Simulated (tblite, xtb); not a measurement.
H₃O₄P, charge -1, doublet, at a GFN2-xTB geometry (a state made from the parent by changing its charge; the spin is typed, not shown lowest). Base run: GFN1-xTB (xtb 6.7.1).

Geometry (Å):
```xyz
8

O      0.6574     0.7899     1.5717
P      0.0554    -0.1397     0.1600
O      1.3024    -0.3355    -0.6376
O     -1.1899    -1.2838    -0.8089
O     -0.8118     1.1605    -0.3609
H      1.5993     0.7337     1.4328
H     -0.6462    -2.0430    -1.0012
H     -1.4482     0.7550    -0.9462
```
Charge -1, spin multiplicity 2.
All else is at xtb's defaults.
Base energy -23.40577 Eh.

Programs used: tblite, xtb; a row that names a program was run with it.

Variants of this job, named by their change:

```tsv
change	ΔE vs base (mEh)	G_solv (kcal/mol)	SCF cycles
base	0.000	-	11
etemp = 10000	-17.855	-	12
program = tblite; method = gfn1; option = --grad	0.000	-	-
acc = 0.0001	0.000	-	17
alpb = dmf	-100.5	-63.80	11
alpb = water	-107.1	-68.73	11
alpb = cs2	-74.515	-47.03	11
etemp = 1000	0.000	-	11
etemp = 5000	-1.000	-	12
acc = 30	0.000	-	10
gbsa = methanol	-105.9	-67.61	11
program = tblite; method = gfn1; option = (--etemp, 2000)	-0.001	-	-
```

ALPB and GBSA are two models with their own fitted parameters for each solvent, which aren't always the measured dielectric constant.
